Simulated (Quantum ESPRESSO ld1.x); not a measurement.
Results of a calculation; reference values are marked as such.
Problem. These are the eigenvalues of the occupied orbitals of an atom or ion with whole-number occupations (hartree). Level of theory: scalar-relativistic Kohn-Sham, LDA (Slater exchange, Perdew-Wang correlation), spin-polarised, spherical densities, point nucleus (ld1.x of Quantum ESPRESSO 7.5).

1s: -1280.28
2s: -254.990
2p: -236.403
3s: -94.6699
3p: -88.8091

Which element is it, and in what charge state? The configuration may be excited. Open shells, if any, are filled with parallel spins first.

Solution. Z = 53, iodine, charge +35: I35+ in [Ar]. The list shows which subshells hold electrons but not how many an open one holds; the 1s level, -1280.3 hartree, gives Z - s = 50.6 by -(Z - s)^2/2, which with screening and relativity narrows Z to a few neighbours, and the depths of the outer levels then fix element, charge and occupations together.
